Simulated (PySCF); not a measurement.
B(Cl)(F)(SiH3) (BClFH₃Si), SMILES [SiH3]B(Cl)F.

Geometry: B3LYP-D3(BJ)/def2-SVP.

Computed with B3LYP-D3(BJ)/def2-SVP (PySCF).

Frequencies are harmonic and unscaled.

| mode | ν (cm⁻¹) | IR (km/mol) | Raman (Å⁴/amu) | depolarisation | moving atoms (share of kinetic energy) |
|---|---|---|---|---|---|
| 1 | 50 | 0.1 | 0.1 | 0.75 | H 93 % |
| 2 | 161 | 0.8 | 0.5 | 0.64 | Cl 34 %, F 21 %, Si 20 %, H 16 %, B 10 % |
| 3 | 325 | 11.4 | 2.7 | 0.44 | F 48 %, Si 35 %, Cl 12 % |
| 4 | 339 | 18.4 | 1.5 | 0.75 | B 46 %, H 44 % |
| 5 | 480 | 6.8 | 9.1 | 0.13 | Cl 36 %, F 32 %, Si 17 %, B 10 % |
| 6 | 572 | 35.9 | 8.4 | 0.75 | H 76 %, Si 14 % |
| 7 | 624 | 6.8 | 3.2 | 0.75 | H 48 %, B 40 %, Si 9 % |
| 8 | 873 | 316.1 | 10.3 | 0.68 | H 70 %, B 24 % |
| 9 | 938 | 20.2 | 19.6 | 0.75 | H 91 % |
| 10 | 945 | 39.5 | 27.0 | 0.75 | H 97 % |
| 11 | 958 | 96.3 | 6.4 | 0.75 | B 57 %, H 29 % |
| 12 | 1317 | 224.9 | 0.7 | 0.31 | B 69 %, F 31 % |
| 13 | 2216 | 35.2 | 214.2 | 0.02 | H 99 % |
| 14 | 2218 | 86.0 | 95.8 | 0.75 | H 96 % |
| 15 | 2228 | 107.1 | 121.2 | 0.51 | H 96 % |
